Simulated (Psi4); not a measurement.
Cl$_{4}$OW, singlet, geometry from GFN2-xTB (such geometries of metal compounds can be far from the true shape) (core potentials on W), with bond 2-1 at 1.3 times its length. Base run: R2SCAN/def2-SVP (Psi4).

Psi4 was given this input:
```
memory 2 GB

molecule {
0 1
  W     0.16461245   -0.05051104   -0.09004072
  O     2.00505498   -0.61524759   -1.09673715
  Cl    0.48222147   -0.52046481    2.10349082
  Cl   -1.21233975    0.74450032   -1.70412629
  Cl   -1.15304426   -1.89345041   -0.11588472
  Cl    0.42292598    2.11748592    0.51524926
}

set basis def2-svp

energy('r2scan')
print_variables()
```

Variants of this job, named by their change:

```
change                          ΔE vs base (mEh)  SCF cycles  grid points  basis functions                outcome
------------------------------  ----------------  ----------  -----------  ---------------  ---------------------
base                                       0.000          20       129321              118              converged
dft_radial_points = 35                       ___          18        61890              118              converged
level_shift = 1.0                          0.000          14       129321              118              converged
soscf = true                                   -           -            -              118  stopped with an error
dft_pruning_scheme = robust                0.000          20        95731              118              converged
guess = modhuckel                          0.000          18       129321              118              converged
dft_spherical_points = 434                -0.034          20       185648              118              converged
damping_percentage = 20                   -0.008          25       129321              118              converged
scf_initial_accelerator = none             0.000          14       129321              118              converged
scf_type = out_of_core                     0.072          20       129321              118              converged
d_convergence = 1e-8                       0.000          23       129321              118              converged
df_basis_scf = cc-pvqz-jkfit                   -           -            -              118          input refused
ints_tolerance = 1e-8                      0.000          20       129321              118              converged
```

### Question
Complete the blanks.

### Answer

- dft_radial_points = 35, ΔE vs base (mEh): -27.488

- soscf = true: ended with `Fatal Error: Vx: RKS does not support rotated V builds for MGGA's`
- df_basis_scf = cc-pvqz-jkfit: ended with `psi4.driver.qcdb.exceptions.BasisSetNotFound: BasisSet::construct: Unable to find a basis set for atom 1 for key JKFIT among:`
